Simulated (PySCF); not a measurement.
Ca: excitation energy

Ca [Ar] 4s2 (1S) → Ca [Ar] 3d1 4s1 (3D), as a difference of total energies. All numbers are calculated (PySCF 2.14, the spin-free X2C one-electron Hamiltonian (Gaussian nucleus), in x2c-QZVPPall with one added diffuse shell each of s, p, d, f type (12s8p5d4f, 89 functions)). Correlated levels: valence and next inner shell: [Ne] frozen. The calculations carry no spin-orbit coupling.

| method | excitation energy (eV) | error (eV) |
| --- | --- | --- |
| UHF | 2.255 | -0.269 |
| MP2 (valence and next inner shell) | 2.626 | +0.102 |
| SCS-MP2 (valence and next inner shell) | 2.811 | +0.287 |
| CCSD (valence and next inner shell) | 2.665 | +0.141 |
| CCSD(T) (valence and next inner shell) | 2.708 | +0.184 |

Reference: 2.524 eV (measured; NIST levels, between the centres of gravity of the two terms).

Errors of the correlated levels include the incompleteness of this basis and the frozen core.
